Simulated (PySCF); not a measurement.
SMILES C(P(C=C)N)(F)(F)F, C₃H₅F₃NP

Molfile (atoms numbered from 1):
```
C3H5F3NP
     RDKit          3D

 13 12  0  0  0  0  0  0  0  0999 V2000
    2.0864    0.1359    0.2651 C   0  0  0  0  0  0  0  0  0  0  0  0
    1.1131   -0.6548   -0.1544 C   0  0  0  0  0  0  0  0  0  0  0  0
   -0.3171   -0.0606   -1.1078 P   0  0  0  0  0  0  0  0  0  0  0  0
   -0.3686    1.5347   -0.6008 N   0  0  0  0  0  0  0  0  0  0  0  0
   -1.5595   -0.8622    0.1141 C   0  0  0  0  0  0  0  0  0  0  0  0
   -1.4160   -2.1831    0.2443 F   0  0  0  0  0  0  0  0  0  0  0  0
   -2.8248   -0.6330   -0.2745 F   0  0  0  0  0  0  0  0  0  0  0  0
   -1.4465   -0.3321    1.3505 F   0  0  0  0  0  0  0  0  0  0  0  0
    2.9437   -0.2460    0.7946 H   0  0  0  0  0  0  0  0  0  0  0  0
    2.0575    1.1988    0.0913 H   0  0  0  0  0  0  0  0  0  0  0  0
    1.1524   -1.7287   -0.0188 H   0  0  0  0  0  0  0  0  0  0  0  0
   -0.9983    2.1303   -1.1201 H   0  0  0  0  0  0  0  0  0  0  0  0
   -0.4268    1.7013    0.3988 H   0  0  0  0  0  0  0  0  0  0  0  0
  1  2  2  0
  2  3  1  0
  3  4  1  0
  3  5  1  0
  5  6  1  0
  5  7  1  0
  5  8  1  0
  1  9  1  0
  1 10  1  0
  2 11  1  0
  4 12  1  0
  4 13  1  0
M  END
```

Computed with GIAO B97-2/pcSseg-1 magnetisability, rotational g tensor and spin-rotation constants, non-relativistic, gas phase (PySCF 2.14.0). Geometry: GFN2-xTB.

What are the magnetisability and the molar susceptibility?

Isotropic -1163 × 10⁻³⁰ J/T², or -70.0 × 10⁻⁶ cm³/mol; principal values -1273, -1112, -1104 × 10⁻³⁰ J/T², anisotropy 165 × 10⁻³⁰ J/T² (root of half the summed squared differences of the principal values). The susceptibility is in cgs units.

Split it along the inertial axes a, b, c into diamagnetic and paramagnetic parts about the centre of mass, with the quadrupole moment.


| axis | χ (10⁻⁶ cm³/mol) | diamagnetic (10⁻⁶ cm³/mol) | paramagnetic (10⁻⁶ cm³/mol) | summed x² of all electrons (Å²) | quadrupole Θ (D Å) |
| --- | --- | --- | --- | --- | --- |
| a | -69.8 | -523.5 | 453.7 | 173.3 | -3.91 |
| b | -66.7 | -925.0 | 858.3 | 78.6 | +6.76 |
| c | -73.6 | -1068.8 | 995.2 | 44.8 | -2.85 |

Anisotropies 2χaa − χbb − χcc = +0.7 and 2χbb − χaa − χcc = +10.0 × 10⁻⁶ cm³/mol. Θ is traceless in Buckingham's convention.

And the rotational g tensor?


```
axis  rotational constant (GHz)        g  nuclear part  electronic part
   a                     2.6354  -0.0243        0.5374          -0.5618
   b                     1.3490  -0.0184        0.5256          -0.5440
   c                     1.1660  -0.0090        0.5361          -0.5451
```
Asymmetric top; isotopes 12C, 19F, 1H, 14N, 31P; no vibrational averaging.
